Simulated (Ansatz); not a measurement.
Reaction (homolysis of the Ga–Se bond): `[F][GaH][SeH]` → `[F][GaH]`• + `[SeH]`•

Gas-phase electronic energies from Ansatz, PBE0-D4/def2-TZVP geometries. CBS: MP2 limit from def2 TZ/QZ plus the TZ coupled-cluster correction, frozen cores. Functionals use def2-TZVPP. B3LYP here is the variant with VWN-RPA as its local correlation; programs differ in this. No spin–orbit coupling; open shells (•) take unrestricted orbitals. For Ga, Se outer-core shells are correlated without core-valence functions, which leaves a few kJ/mol of doubt a bond. Scalar relativity is left out up to krypton. Each species was taken in one conformer, which may not be the lowest.

CCSD(T)/CBS gives +356.6 kJ/mol.

**Question.** Another level gave +327.3 kJ/mol. Which?
A. SCS-MP2/def2-TZVPP
B. B3LYP-D4/def2-TZVPP
C. r2SCANh-D4/def2-TZVPP
D. B2PLYP/def2-TZVPP

**Answer.** D. B2PLYP 327.3, B3LYP-D4 321.1, SCS-MP2/def2-TZVPP 345.1, r2SCANh-D4 331.6 kJ/mol.

Largest T1 diagnostic among the species: 0.017.

At CCSD(T), def2-SVP lies −31.2 kJ/mol from the extrapolated value and def2-TZVPP −15.4 kJ/mol: correlation converges slowly with the basis, and small sets miss more of it in the bonded molecule than in its fragments. From BLYP to BHLYP (50 % exact exchange), in def2-TZVPP and without D4, ΔE moves by +10.6 kJ/mol.
